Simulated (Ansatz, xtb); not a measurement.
## C2H3Ge−: which of two isomers lies lower

We compare X, `C=[C]=[GeH-]`, a singlet, with Y, `[CH]1=[Ge-][CH2]1`, a singlet. Both are isolated ions in the gas phase, relaxed with B3LYP-D3(BJ)/def2-SVPD.

X (Å):

```xyz
6

C     1.0171    0.0359    0.3539
C    -0.0771    0.4195   -0.2952
Ge   -1.6473    1.0517   -0.9886
H    -1.4093    0.4142   -2.4627
H     1.0859   -0.9192    0.9065
H     1.9466    0.6343    0.3736
```

Y (Å):

```yaml
atoms:
  - { symbol: C, position_ang: [0.2182, -0.8184, 0.1420] }
  - { symbol: C, position_ang: [0.2280, 0.6692, 0.1284] }
  - { symbol: Ge, position_ang: [-0.8037, 0.3595, 1.6012] }
  - { symbol: H, position_ang: [0.7089, 1.3784, -0.5581] }
  - { symbol: H, position_ang: [-0.3562, -1.3782, -0.6223] }
  - { symbol: H, position_ang: [1.1325, -1.3785, 0.4204] }
```

Energies in hartree; the thermal terms are from B3LYP-D3(BJ)/def2-SVPD harmonic frequencies (ideal gas, rigid rotor, one conformer each, 298.15 K, 1 atm) and include the zero-point energy:

|  | X | Y |
| --- | --- | --- |
| E, CCSD(T)/def2-SVPD | −2153.004119 | −2152.995186 |
| E, MP2/def2-SVPD | −2152.959218 | −2152.958904 |
| E, MP2/def2-TZVPPD | −2153.374770 | −2153.376251 |
| zero-point energy | 0.034048 | 0.037869 |
| H(298 K) − E | 0.039386 | 0.042596 |
| G(298 K) − E | 0.007154 | 0.011344 |

Problem. Correct the CCSD(T) difference for the basis set by the MP2 change, then work out ΔE, ΔE₀, ΔH and ΔG for X → Y in kJ/mol (1 Eh = 2625.50 kJ/mol) and the equilibrium ratio [Y]/[X].

Solution. 1. Differences Y − X: CCSD(T) +0.008933, MP2 in the small set +0.000314, MP2 in the large set −0.001481 Eh.
2. ΔE = +0.008933 + (−0.001481 − (+0.000314)) = +0.007138 Eh = +18.74 kJ/mol.
3. ΔE₀ = ΔE + ΔZPE = +0.007138 + (+0.003821) Eh = +28.77 kJ/mol.
4. ΔH = ΔE + (+0.003210) Eh = +27.17 kJ/mol.
5. ΔG = ΔE + (+0.004190) Eh = +29.74 kJ/mol, so ΔS = (ΔH − ΔG)/T = −8.6 J/(mol K).
6. kT = 0.9442 mEh, so K = [Y]/[X] = exp(−ΔG/kT) = exp(−12.00) ≈ 6.2 × 10^−6.

Structure X is favoured at this temperature. An error of 4 kJ/mol in ΔG would change K by a factor of 5. MP2/def2-SVPD found them nearly level. HF/STO-3G, r2SCAN-D4/def2-SVPD gave ΔE the other sign. Mirror images and further conformers aren't counted.

As drawn, Y has 1 C–Ge, 1 C–C, 1 C–H in place of 1 C=C, 1 Ge–H. Structure X has no ring, Y a 3-membered ring.

Other levels gave ΔE = +39.6 (GFN2-xTB); −121.9 (HF/STO-3G, GFN2-xTB geometries); −7.1 (r2SCAN-D4/def2-SVPD, GFN2-xTB geometries); +30.3 (B3LYP-D3(BJ)/def2-SVPD); +53.1 (HF/def2-SVPD); +0.8 (MP2/def2-SVPD); +23.5 (CCSD(T)/def2-SVPD) kJ/mol. The correlated steps freeze 11 core orbitals; the filled d shell of Ge is correlated, in a basis made for valence electrons. Programs: Ansatz 0.2.0, xtb 6.7.1.
